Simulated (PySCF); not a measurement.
## Adding and removing an electron: CsSr

PBE0; PySCF, scalar-relativistic core potentials, basis sets Cs def2-SVP with ECP46, Sr def2-SVP with ECP28. Neutral (UKS): doublet (σ ↑), Re = 4.948 Å, ωe = 35.9 cm⁻¹, De = 0.16 eV, HOMO -2.63 eV, LUMO -1.39 eV.

CsSr⁺ (UKS): singlet (closed shell), Re = 4.734 Å, ωe = 46.0 cm⁻¹, De = 0.42 eV to Cs⁺ + Sr. The energies at the minima are -50.81362 hartree for CsSr and -50.67960 for CsSr⁺.

Problem. Work out the adiabatic ionisation energy, without and with harmonic zero-point energies (1 hartree = 27.2114 eV, 1 eV = 8065.5 cm⁻¹), and the change of the bond length.

Solution. At PBE0: 0.13402 hartree = 3.647 eV between the minima; the zero-point term (46.0 − 35.9)/2 cm⁻¹ = +0.001 eV makes it 3.647 eV. Re changes by -21.4 pm against the neutral. The electron leaves a σ orbital, and the shorter bond of the ion fits an antibonding orbital, or a change in how ionic the bond is.

Closed-shell solutions of metal pairs were not tested for spin polarisation, which can lower them a little. Weak bonds: CsSr, CsSr⁺. Basis-set superposition, not corrected here, can be much of De in a small basis, most of all at correlated wavefunction levels. Spin–orbit coupling is left out. For an ion De counts to the pair picked by the measured ionisation energies or electron affinities, which need not be the lowest pair at this level. States were picked by a PBE0 search and need not be the measured ground states.
